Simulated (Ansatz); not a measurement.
Computed with Ansatz.

A structure relaxed at PBE0-D4/def2-TZVP, charge 0, multiplicity 1:

Cartesian coordinates in Å:
```
C -1.932 0.305 -0.514
N -0.543 0.234 -0.918
C 0.274 -0.523 -0.019
C 0.748 0.242 1.233
Si 2.101 -0.190 0.052
H -2.503 0.871 -1.253
H -2.007 0.833 0.440
H -2.407 -0.681 -0.386
H -0.463 -0.125 -1.859
H -0.057 -1.545 0.206
H 0.661 -0.267 2.187
H 0.437 1.282 1.264
H 2.670 0.865 -0.809
H 3.022 -1.301 0.376
```

Question: Give its formula and SMILES.

Answer: C3H9NSi, `CNC1C[SiH2]1`.

Question: Point group (tolerance 0.08 Å, 0.16 Å for H)?

Answer: C1.

Question: Summarise the bond lengths by kind.

Answer: 2 × C–N 1.431 to 1.449 Å; 6 × C–H 1.085 to 1.102 Å; 1 × H–N 1.010 Å; 1 × C–C 1.543 Å; 2 × C–Si 1.847 to 1.858 Å; 2 × H–Si 1.477 to 1.479 Å.
